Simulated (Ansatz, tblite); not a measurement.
Cost and result up the ladder for In₂As₃ (5 atoms). Charge 0, multiplicity 2. Geometry: r2SCAN-D4/def2-SVP.

Cartesian coordinates in Å:
```
In -0.1723 -1.9656 -1.6879
In 0.6629 2.3256 0.9459
As 1.2664 -0.3693 0.2002
As -0.8530 -0.6258 1.2898
As -0.9041 0.6351 -0.7479
```

Ansatz on 4 threads of Arm Neoverse V2 on a shared host; xTB runs through tblite on one thread. Times are rough, summed over both states, and most runs start from the orbitals of an earlier one. PBE0-D4/def2-TZVP serves as the yardstick here, not as an exact answer. The other state is a singlet.

In the def2 sets In takes a core potential; there is no spin–orbit coupling. The xTB rows come from tblite. The structure comes from a short search, and lower isomers may exist.

Raw xTB energies of ions are shifted by several eV, and xTB has no spin-polarisation term.

| level | functions | wall time | vertical IE (eV) | difference from PBE0-D4/def2-TZVP (eV) |
| --- | --- | --- | --- | --- |
| GFN1-xTB | 45 | 0.011 s | 9.19 | 2.36 |
| GFN2-xTB | 45 | 0.012 s | 9.28 | 2.45 |
| PBE-D4/def2-TZVP | 244 | 11 s | 6.65 | -0.18 |
| PBE0-D4/def2-TZVP | 244 | 23 s | 6.83 | 0.00 |
| r2SCAN-D4/def2-TZVP | 244 | 27 s | 6.87 | 0.03 |
